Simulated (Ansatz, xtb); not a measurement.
## Two isomers of C3H12B2NP

We compare X, `BNB(P)C(C)C`, a singlet, with Y, `CBNCB(C)P`, a singlet. Both are isolated molecules in the gas phase, relaxed with PBE-D3(BJ)/def2-SVP, each in the lowest conformer that the search found.

Estimate which is lower in electronic energy at CCSD(T)/def2-SVP + ΔMP2/def2-TZVPP, and by roughly how much.

The CCSD(T)/def2-SVP + ΔMP2/def2-TZVPP calculation puts structure X lower, by 15.5 kcal/mol.

Level by level:

```tsv
level	geometry	E(Y) − E(X) (kcal/mol)	departure from the last row (kcal/mol)	job, with rough time for the two
GFN2-xTB	GFN2-xTB	+25.2	+9.6	optimisation, 0.75 s
HF/STO-3G	GFN2-xTB	+19.2	+3.6	single point, 0.46 s
r2SCAN-D4/def2-SVP	GFN2-xTB	+12.2	−3.3	single point, 4.9 s
PBE-D3(BJ)/def2-SVP	PBE-D3(BJ)/def2-SVP	+11.6	−4.0	optimisation, 69 s
HF/def2-SVP	PBE-D3(BJ)/def2-SVP	+15.4	−0.2	part of the CCSD(T) run
MP2/def2-SVP	PBE-D3(BJ)/def2-SVP	+17.7	+2.2	part of the CCSD(T) run
CCSD(T)/def2-SVP	PBE-D3(BJ)/def2-SVP	+16.8	+1.3	single point
CCSD(T)/def2-SVP + ΔMP2/def2-TZVPP	PBE-D3(BJ)/def2-SVP	+15.5		single point, 1.9 min
```

As drawn, Y has 2 C–B, 1 C–N, 1 C–H in place of 1 B–N, 2 C–C, 1 B–H.

The levels shown agree on the order. The largest departure from CCSD(T)/def2-SVP + ΔMP2/def2-TZVPP is that of GFN2-xTB, 9.6 kcal/mol. The last row adds to CCSD(T) the change of the MP2 difference between the two basis sets, here −1.3 kcal/mol.

With thermal terms from frequencies at re-optimised GFN2-xTB minima (ideal gas, soft modes damped towards free rotors, one conformer each, 298.15 K, 1 atm): on the last row, ΔE + ΔZPE = +14.3, ΔH = +14.9, ΔG = +13.0 kcal/mol.

The correlated steps freeze 11 core orbitals. Programs: Ansatz 0.2.0, xtb 6.7.1; the last row on 4 threads of Arm Neoverse V1 on a shared host.
